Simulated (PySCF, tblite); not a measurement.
Isomers of C7H12Si. Calculated harmonic vibrations of the isolated species, GFN2-xTB (tblite), most abundant isotopes, no scaling. The method is semi-empirical: single wavenumbers can be off by several per cent or more. Modes of hydrogen on silicon can be 10 to 20 % off. One conformer each.

Electronic energies: PBE0/pcSseg-1 single points on the GFN2-xTB geometries (PySCF, gas phase).

```json
{"SMILES": "C#C[C@](C)(C=C)[SiH2]C", "electronic energy, lowest = 0 (kJ/mol)": "108.2"}
{"SMILES": "[SiH3]C[C@@]12CC=C[C@@H]1C2", "electronic energy, lowest = 0 (kJ/mol)": "0.0"}
{"SMILES": "C=C[C@H](C)C1=C[SiH2]C1", "electronic energy, lowest = 0 (kJ/mol)": "38.6"}
{"SMILES": "C=C/C=C\\C(=C)C[SiH3]", "electronic energy, lowest = 0 (kJ/mol)": "56.9"}
{"SMILES": "C=CC1(C=C)[SiH2][C@H]1C", "electronic energy, lowest = 0 (kJ/mol)": "116.0"}
```

**Question.** How do GFN2-xTB zero-point energies change the relative energies?

**Answer.** 
```json
{"SMILES": "[SiH3]C[C@@]12CC=C[C@@H]1C2", "ZPE (kJ/mol)": "424.1", "of it from modes above 1550 cm⁻¹": "213.7", "electronic (kJ/mol)": "0.0", "with ZPE, lowest = 0 (kJ/mol)": "0.0", "lowest mode (cm⁻¹)": "61", "rings": "2"}
{"SMILES": "C=C[C@H](C)C1=C[SiH2]C1", "ZPE (kJ/mol)": "424.1", "of it from modes above 1550 cm⁻¹": "228.3", "electronic (kJ/mol)": "38.6", "with ZPE, lowest = 0 (kJ/mol)": "38.6", "lowest mode (cm⁻¹)": "35", "rings": "1"}
{"SMILES": "C=C/C=C\\C(=C)C[SiH3]", "ZPE (kJ/mol)": "413.2", "of it from modes above 1550 cm⁻¹": "235.2", "electronic (kJ/mol)": "56.9", "with ZPE, lowest = 0 (kJ/mol)": "46.0", "lowest mode (cm⁻¹)": "41", "rings": "0"}
{"SMILES": "C#C[C@](C)(C=C)[SiH2]C", "ZPE (kJ/mol)": "414.8", "of it from modes above 1550 cm⁻¹": "235.0", "electronic (kJ/mol)": "108.2", "with ZPE, lowest = 0 (kJ/mol)": "98.9", "lowest mode (cm⁻¹)": "51", "rings": "0"}
{"SMILES": "C=CC1(C=C)[SiH2][C@H]1C", "ZPE (kJ/mol)": "421.7", "of it from modes above 1550 cm⁻¹": "231.0", "electronic (kJ/mol)": "116.0", "with ZPE, lowest = 0 (kJ/mol)": "113.6", "lowest mode (cm⁻¹)": "42", "rings": "1"}
```

The zero-point energies span 10.9 kJ/mol, from `C=C/C=C\C(=C)C[SiH3]` to `[SiH3]C[C@@]12CC=C[C@@H]1C2`. The order is unchanged.

**Question.** And how do the electronic energies of GFN2-xTB itself compare?

**Answer.** `[SiH3]C[C@@]12CC=C[C@@H]1C2` 0.0; `C=C[C@H](C)C1=C[SiH2]C1` 132.8; `C=C/C=C\C(=C)C[SiH3]` 122.7; `C#C[C@](C)(C=C)[SiH2]C` 191.9; `C=CC1(C=C)[SiH2][C@H]1C` 197.2 kJ/mol, lowest = 0. Against the energies above, taken from the same isomer `[SiH3]C[C@@]12CC=C[C@@H]1C2`, the largest difference is 94.2 kJ/mol.

**Question.** What do entropy and thermal enthalpy add at 298.15 K and 1 bar (rigid rotor, harmonic oscillator, one conformer each)?

**Answer.** 
```csv
SMILES,point group,symmetry number,S (J/(mol K)),H − H(0) (kJ/mol),ZPE + H − H(0) − TS (kJ/mol)
[SiH3]C[C@@]12CC=C[C@@H]1C2,C1,1,381.6,25.55,335.9
C=C[C@H](C)C1=C[SiH2]C1,C1,1,411.8,28.87,330.2
C=C/C=C\C(=C)C[SiH3],C1,1,425.4,30.45,316.8
C#C[C@](C)(C=C)[SiH2]C,C1,1,438.3,33.35,317.5
C=CC1(C=C)[SiH2][C@H]1C,C1,1,411.6,29.96,328.9
```
